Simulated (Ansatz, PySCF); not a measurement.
System: GaBr2, charge 1, multiplicity 1. SMILES of the parent species: [Br][Ga][Br]
Structure (B3LYP-D3(BJ)/def2-TZVP (Ansatz, a program for electronic structure) minimum search):
```
Ga
Br 1 2.1837
Br 1 2.1837 2 180.00
```
Charge +1, spin multiplicity 1.

Unscaled harmonic wavenumbers (cm⁻¹) in rising order, each level at the stationary point that it reaches from this structure (no distance between atoms moves by over 0.3 Å); the order of modes can differ between levels, and a negative number is imaginary. B3LYP-D3(BJ)/def2-TZVP (PySCF, at the structure above): 83, 83, 245, 455.

HF/3-21G (Ansatz): 57, 57, 236, 441. Zero-point energy 1.1 against 1.2 kcal/mol.

B3LYP/LANL2DZ (Ansatz): 71, 71, 210, 399. Zero-point energy 1.1 against 1.2 kcal/mol.
